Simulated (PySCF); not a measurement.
C2H10GeO2Si2.
Numbering: `[GeH3:1][O:2][Si@H:3]1[CH2:4][CH2:5][SiH2:6][O:7]1` (hydrogens: H8, H9, H10 on Ge1; H11 on Si3; H12, H13 on C4; H14, H15 on C5; H16, H17 on Si6)

Cartesian coordinates in Å at the PBE0-D3(BJ)/def2-SVP level; atoms count from 1:
```xyz
17
C2H10GeO2Si2 angstrom
Ge    -2.891   -1.029    0.650
O     -1.757   -0.698   -0.688
Si    -0.113   -0.683   -0.782
C      0.603    1.045   -1.044
C      1.896    1.151   -0.205
Si     1.622    0.086    1.337
O      0.546   -1.050    0.721
H     -4.285   -0.753    0.068
H     -2.740   -2.497    1.079
H     -2.574   -0.075    1.815
H      0.313   -1.697   -1.785
H      0.768    1.299   -2.103
H     -0.159    1.753   -0.671
H      2.172    2.195    0.016
H      2.746    0.716   -0.759
H      2.854   -0.583    1.845
H      0.980    0.835    2.461
```

Theory: core-valence-separated Tamm–Dancoff BHandHLYP/aug-pcX-1 (pcseg-1 on H, def2-SVPD on Ge, def2-SVPD on Si) in PySCF, non-relativistic, gas phase, PBE0-D3(BJ)/def2-SVP geometry.

Computed oxygen K-edge spectrum, Gaussian lines of 0.3 eV full width, highest printed point 100; it ends one width below the last computed root. Absolute energies from this functional tend to lie a few eV below measured edges; no shift was applied.

```json
{"photon energy (eV)": "531.2", "absorption": "1"}
{"photon energy (eV)": "531.3", "absorption": "5"}
{"photon energy (eV)": "531.4", "absorption": "20"}
{"photon energy (eV)": "531.5", "absorption": "40"}
{"photon energy (eV)": "531.6", "absorption": "44"}
{"photon energy (eV)": "531.7", "absorption": "26"}
{"photon energy (eV)": "531.8", "absorption": "9"}
{"photon energy (eV)": "531.9", "absorption": "1"}
{"photon energy (eV)": "532.0", "absorption": "0"}
{"photon energy (eV)": "532.1", "absorption": "0"}
{"photon energy (eV)": "532.2", "absorption": "3"}
{"photon energy (eV)": "532.3", "absorption": "8"}
{"photon energy (eV)": "532.4", "absorption": "14"}
{"photon energy (eV)": "532.5", "absorption": "13"}
{"photon energy (eV)": "532.6", "absorption": "7"}
{"photon energy (eV)": "532.7", "absorption": "2"}
{"photon energy (eV)": "532.8", "absorption": "3"}
{"photon energy (eV)": "532.9", "absorption": "15"}
{"photon energy (eV)": "533.0", "absorption": "40"}
{"photon energy (eV)": "533.1", "absorption": "65"}
{"photon energy (eV)": "533.2", "absorption": "76"}
{"photon energy (eV)": "533.3", "absorption": "71"}
{"photon energy (eV)": "533.4", "absorption": "58"}
{"photon energy (eV)": "533.5", "absorption": "51"}
{"photon energy (eV)": "533.6", "absorption": "59"}
{"photon energy (eV)": "533.7", "absorption": "82"}
{"photon energy (eV)": "533.8", "absorption": "100"}
{"photon energy (eV)": "533.9", "absorption": "86"}
{"photon energy (eV)": "534.0", "absorption": "64"}
```

Problem. Where are the maxima, and which lines make them up?

Solution. 4 maxima:
- 531.6 eV: O2 (oxygen bonded to Ge and Si), 531.57 eV, f = 0.016, 100 % of the height at the exact maximum
- 532.4 eV: O7 (siloxane oxygen), 532.44 eV, f = 0.005, 100 % of the height at the exact maximum
- 533.2 eV: O2 (oxygen bonded to Ge and Si), 533.29 eV, f = 0.015, 48 % of the height at the exact maximum; O7 (siloxane oxygen), 533.10 eV, f = 0.018, 44 % of the height at the exact maximum
- 533.8 eV: O2 (oxygen bonded to Ge and Si), 533.79 eV, f = 0.017, 47 % of the height at the exact maximum; O7 (siloxane oxygen), 533.83 eV, f = 0.016, 45 % of the height at the exact maximum

Further lines of some strength in the range: O2, 533.39 eV, f = 0.004; O7, 533.56 eV, f = 0.011.

Roots within 0.03 eV on the same or equivalent atoms count as one line; shares under 12 % aren't listed.

Vibrational structure and lifetime widths aren't in the curve. The ionisation threshold wasn't computed; near and above it a finite basis only mimics Rydberg series and continuum. The BHandHLYP/aug-pcX-1 (pcseg-1 on H, def2-SVPD on Ge, def2-SVPD on Si) calculation is non-relativistic and has no spin–orbit coupling, an omission that weighs most on germanium.

Time: 34 s wall; peak memory 1.2 GiB. Hardware: an Arm Neoverse V1 with one thread (shared host).

One conformer stands for the species.
